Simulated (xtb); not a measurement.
C3H8OSi, SMILES [SiH2](CC=O)C. All values are semi-empirical tight-binding results from xtb (GFN2-xTB unless named), good for trends rather than for accurate numbers. Geometry optimised at GFN2-xTB. The structure was generated by enumeration, and PubChem lists no compound with its InChIKey, so it may never have been made. The values are those of a single conformer.

Optimised geometry:

Bonds (Å): C1–Si2 1.901, C1–H6 1.085, C1–H7 1.086, C1–H8 1.086, Si2–C3 1.914, Si2–H9 1.464, Si2–H10 1.464, C3–C4 1.483, C3–H11 1.092, C3–H12 1.092, C4–O5 1.201, C4–H13 1.110. Bond angles (°): Si2–C1–H6 110.4, Si2–C1–H7 111.9, Si2–C1–H8 111.9, H6–C1–H7 107.4, H6–C1–H8 107.4, H7–C1–H8 107.6, C1–Si2–C3 107.3, C1–Si2–H9 109.8, C1–Si2–H10 109.8, C3–Si2–H9 108.9, C3–Si2–H10 108.8, H9–Si2–H10 112.2, Si2–C3–C4 108.6, Si2–C3–H11 112.9, Si2–C3–H12 112.9, C4–C3–H11 108.3, C4–C3–H12 108.3, H11–C3–H12 105.5, C3–C4–O5 123.8, C3–C4–H13 115.7, O5–C4–H13 120.5.
Charge 0, spin multiplicity 1.

- point group as xtb finds it = Cs
- orbital gap = 3.71 eV
- dipole moment = 3.02 D
- zero-point energy = 61.2 kcal/mol
- G − E(el) at 298.15 K (modified RRHO) = 40.9 kcal/mol
- static polarisability (D4 model) = 69.0 bohr³
- solvation energy, GFN2-xTB/ALPB(water) = -1.5 kcal/mol
- solvation energy, GFN2-xTB/ALPB(dmso) = -5.7 kcal/mol

Computed atomic charges and the Wiberg bond orders between heavy atoms:
charges (e) C1 -0.21, Si2 0.47, C3 -0.19, C4 0.21, O5 -0.34, H6 0.02, H7 0.03, H8 0.03, H9 -0.07, H10 -0.07, H11 0.05, H12 0.05, H13 0.01. Bond orders C1–Si2 0.91, Si2–C3 0.84, C3–C4 1.06, C4–O5 1.91.
